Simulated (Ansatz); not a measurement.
```yaml
crystal:
  periodic: [false, false, false]
  atoms:
    - {symbol: I, position_ang: [-0.646765, 0.136759, -0.342171]}
    - {symbol: H, position_ang: [0.748091, -0.091858, 0.376391]}
basis:
  gaussian: {orbitals: def2-mTZVP, point_charges: [{charge: -1.00, position_ang: [4.883, -0.243, 0.833]}]}
total_charge: -1
magnetization: {spin_polarized: true, initial_magnetization: 1}
hamiltonian: {xc: {name: B2GP-PLYP}}
output: {forces: true}
```

```sh
$ ansatz run in.yaml --threads 2 --pin off --events-out ev --progress --plain --max-ram 32768MiB --backend cpu
```

It prints (some lines left out):

```
Functional definition: B2GP-PLYP
371 factors; integrals over basis functions are off by at most 3.0e-4 eV
mean field evaluation 1: about -8098.2180 eV, gradient 1.2e1 eV
mean field evaluation 2: about -8098.2786 eV, gradient 1.2e1 eV
mean field evaluation 4: about -8099.1009 eV, gradient 8.4e-1 eV
mean field evaluation 8: about -8099.1155 eV, gradient 2.7e-2 eV
mean field evaluation 16: about -8099.1156 eV, gradient 6.5e-5 eV
mean field -8099.11561210 eV, -297.6370089671 hartree, gradient 3.8e-6 eV, S^2 0.758519; 0 other end points of the search recorded, 0 dependent functions left out
4 core orbitals not correlated: weight in the atoms' cores, before any rotation towards them, 1.000 or more for the frozen orbitals, at most 0.000 for the correlated occupied ones
reference -8099.11568958 eV, -297.6370118142 hartree; 10, 9 occupied and 25, 26 virtual orbitals, 371 factors
second order -5.25681678 eV of doubles, -0.00000000 eV of singles
Total energy: -8101.00814362 eV, -297.7065582174 hartree
Atom 0 at    -0.646765     0.136759    -0.342171 Å, force    -5.387305     0.862863    -2.711345 eV/Å
Atom 1 at     0.748091    -0.091858     0.376391 Å, force     4.908766    -0.838585     2.636934 eV/Å
Dipole moment:     0.221049    -0.023649     0.073890 e Å
```

**Question.** Something in this input is off. What?

**Answer.** The charge is far from anything that the molecule holds. Self-consistency was reached. The result belongs to that input, not to the molecule as meant.
